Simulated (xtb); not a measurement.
A run for xtb: GFN1-xTB on C2H8Si (SMILES CC[SiH3]), a point of a torsion scan.

```
$ xtb mol.xyz --gfn 1 --sp --chrg 0 --uhf 0
11

C     -1.28550593     0.58605543    -0.15006564
C     -0.35119635    -0.61566256     0.02964342
Si    -0.87829108    -2.14302157    -0.97436373
H     -1.97886910     0.66313967     0.68439817
H     -0.71849493     1.51600417    -0.17609045
H     -1.85796486     0.52220232    -1.07199228
H      0.65504392    -0.33648579    -0.29113630
H     -0.26741877    -0.85895041     1.08900698
H     -2.23171233    -2.54997874    -0.58971475
H     -0.86497670    -1.80093032    -2.39897128
H      0.06008186    -3.23736647    -0.71776638
```

Output:

```
[...]
           -------------------------------------------------
          |                Calculation Setup                |
           -------------------------------------------------



           -------------------------------------------------
          |                 G F N 1 - x T B                 |
           -------------------------------------------------

        Reference                      10.1021/acs.jctc.7b00118
      * Hamiltonian:
        H0-scaling (s, p, d)           1.850000    2.250000    2.000000
        zeta-weighting                 0.000000
      * Dispersion:
        s8                             2.400000
        a1                             0.630000
        a2                             5.000000
        s9                             0.000000
      * Repulsion:
        kExp                           1.500000
        rExp                           1.000000
      * Coulomb:
        alpha                          2.000000
        third order                    atomic
        anisotropic                    false
      * Halogen bond correction:
        rad-scale                      1.300000
        damping                        0.440000


          ...................................................
          :                      SETUP                      :
          :.................................................:
          :  # basis functions                  34          :
          :  # atomic orbitals                  33          :
          :  # shells                           23          :
          :  # electrons                        20          :
          :  # halogen bonds                     0          :
          :  max. iterations                   250          :
          :  Hamiltonian                  GFN1-xTB          :
          :  restarted?                      false          :
          :  GBSA solvation                  false          :
          :  PC potential                    false          :
          :  electronic temp.          300.0000000     K    :
          :  accuracy                    1.0000000          :
          :  -> integral cutoff          0.2500000E+02      :
          :  -> integral neglect         0.1000000E-07      :
          :  -> SCF convergence          0.1000000E-05 Eh   :
          :  -> wf. convergence          0.2000000E-04 e    :
          :  Broyden damping             0.4000000          :
          :  net charge                          0          :
          :  unpaired electrons                  0          :
          ...................................................

 iter      E             dE          RMSdq      gap      omega  full diag
   1    -10.5058923 -0.105059E+02  0.684E+00    6.36       0.0  T
   2    -10.5231800 -0.172877E-01  0.414E+00    6.46       1.0  T
   3    -10.5234643 -0.284236E-03  0.559E-01    6.31       1.0  T
   4    -10.5249613 -0.149708E-02  0.102E-01    6.46       1.0  T
   5    -10.5250260 -0.646345E-04  0.106E-02    6.42       2.8  T
   6    -10.5250272 -0.124555E-05  0.200E-03    6.41      15.0  T
   7    -10.5250272 -0.105584E-07  0.837E-04    6.41      36.0  T
   8    -10.5250272 -0.347477E-08  0.765E-05    6.41     393.9  T
   9    -10.5250272 -0.879119E-11  0.287E-05    6.41    1050.0  T

   *** convergence criteria satisfied after 9 iterations ***

         #    Occupation            Energy/Eh            Energy/eV
      -------------------------------------------------------------
         1        2.0000           -0.6521442             -17.7457
       ...           ...                  ...                  ...
         4        2.0000           -0.5459377             -14.8557
         5        2.0000           -0.5283321             -14.3766
         6        2.0000           -0.4990890             -13.5809
         7        2.0000           -0.4852547             -13.2045
         8        2.0000           -0.4699341             -12.7876
         9        2.0000           -0.4685211             -12.7491
        10        2.0000           -0.4355400             -11.8516 (HOMO)
        11                         -0.1998967              -5.4395 (LUMO)
        12                         -0.1812117              -4.9310
        13                         -0.1774033              -4.8274
        14                         -0.1294330              -3.5221
        15                         -0.1055176              -2.8713
       ...                                ...                  ...
        33                          1.4091150              38.3440
      -------------------------------------------------------------
                  HL-Gap            0.2356433 Eh            6.4122 eV
             Fermi-level           -0.3177183 Eh           -8.6456 eV

 SCC (total)                   0 d,  0 h,  0 min,  0.007 sec
 SCC setup                      ...        0 min,  0.000 sec (  1.376%)
 Dispersion                     ...        0 min,  0.000 sec (  0.583%)
 classical contributions        ...        0 min,  0.000 sec (  0.225%)
 integral evaluation            ...        0 min,  0.002 sec ( 23.436%)
 iterations                     ...        0 min,  0.002 sec ( 23.339%)
 molecular gradient             ...        0 min,  0.003 sec ( 49.058%)
 printout                       ...        0 min,  0.000 sec (  1.860%)

         :::::::::::::::::::::::::::::::::::::::::::::::::::::
         ::                     SUMMARY                     ::
         :::::::::::::::::::::::::::::::::::::::::::::::::::::
         :: total energy             -10.395137533804 Eh    ::
         :: gradient norm              0.022190473936 Eh/a0 ::
         :: HOMO-LUMO gap              6.412180782155 eV    ::
         ::.................................................::
         :: SCC energy               -10.525027238095 Eh    ::
         :: -> electrostatic           0.003712344166 Eh    ::
         :: repulsion energy           0.132896920947 Eh    ::
         :: dispersion energy         -0.003007216656 Eh    ::
         :: halogen bond corr.         0.000000000000 Eh    ::
         :: add. restraining           0.000000000000 Eh    ::
         :: total charge               0.000000000000 e     ::
         :::::::::::::::::::::::::::::::::::::::::::::::::::::

           -------------------------------------------------
          |                Property Printout                |
           -------------------------------------------------

    * Orbital Energies and Occupations

         #    Occupation            Energy/Eh            Energy/eV
      -------------------------------------------------------------
         1        2.0000           -0.6521442             -17.7457
         2        2.0000           -0.6287609             -17.1095
         3        2.0000           -0.5954876             -16.2040
         4        2.0000           -0.5459377             -14.8557
         5        2.0000           -0.5283321             -14.3766
         6        2.0000           -0.4990890             -13.5809
         7        2.0000           -0.4852547             -13.2045
         8        2.0000           -0.4699341             -12.7876
         9        2.0000           -0.4685211             -12.7491
        10        2.0000           -0.4355400             -11.8516 (HOMO)
        11                         -0.1998967              -5.4395 (LUMO)
        12                         -0.1812117              -4.9310
        13                         -0.1774033              -4.8274
        14                         -0.1294330              -3.5221
        15                         -0.1055176              -2.8713
        16                         -0.1022797              -2.7832
        17                         -0.0679242              -1.8483
Note: The following floating-point exceptions are signalling: IEEE_DENORMAL
normal termination of xtb
        18                         -0.0648177              -1.7638
        19                         -0.0580197              -1.5788
        20                         -0.0509627              -1.3868
        21                         -0.0506970              -1.3795
       ...                                ...                  ...
        33                          1.4091150              38.3440
      -------------------------------------------------------------
                  HL-Gap            0.2356433 Eh            6.4122 eV
             Fermi-level           -0.3177183 Eh           -8.6456 eV

  Mulliken/CM5 charges         n(s)   n(p)   n(d)
     1C    -0.06229 -0.21060   0.998  3.064  0.000
     2C    -0.14997 -0.22391   1.024  3.126  0.000
     3Si    0.23608 -0.06821   1.309  1.942  0.514
     4H     0.02955  0.08153   0.970  0.000  0.000
     5H     0.02685  0.07826   0.973  0.000  0.000
     6H     0.03048  0.08455   0.970  0.000  0.000
     7H     0.05093  0.10889   0.949  0.000  0.000
     8H     0.04899  0.10651   0.951  0.000  0.000
     9H    -0.07012  0.01445   1.070  0.000  0.000
    10H    -0.07048  0.01403   1.070  0.000  0.000
    11H    -0.07003  0.01449   1.070  0.000  0.000

Wiberg/Mayer (AO) data.
largest (>0.10) Wiberg bond orders for each atom

 ---------------------------------------------------------------------------
     #   Z sym  total        # sym  WBO       # sym  WBO       # sym  WBO
 ---------------------------------------------------------------------------
     1   6 C    3.997 --     4 H    0.987     5 H    0.987     2 C    0.980
                             6 H    0.976
     2   6 C    3.954 --     3 Si   1.061     1 C    0.980     8 H    0.933
                             7 H    0.926
     3  14 Si   4.073 --     2 C    1.061     9 H    0.937    10 H    0.937
                            11 H    0.936
     4   1 H    1.005 --     1 C    0.987
     5   1 H    1.008 --     1 C    0.987
     6   1 H    1.004 --     1 C    0.976
     7   1 H    1.002 --     2 C    0.926
     8   1 H    1.001 --     2 C    0.933
     9   1 H    0.990 --     3 Si   0.937
    10   1 H    0.989 --     3 Si   0.937
    11   1 H    0.990 --     3 Si   0.936
 ---------------------------------------------------------------------------

Topologies differ in total number of bonds
Writing topology from bond orders to xtbtopo.mol

 dipole moment from electron density (au)
     X       Y       Z
   0.1146   0.3116   0.1918  total (Debye):    0.975


           -------------------------------------------------
          | TOTAL ENERGY              -10.395137533804 Eh   |
          | GRADIENT NORM               0.022190473936 Eh/α |
          | HOMO-LUMO GAP               6.412180782155 eV   |
           -------------------------------------------------

------------------------------------------------------------------------
------------------------------------------------------------------------
 total:
 SCF:
```

The run finished.

Cost: around 0.020 core-seconds (rough).
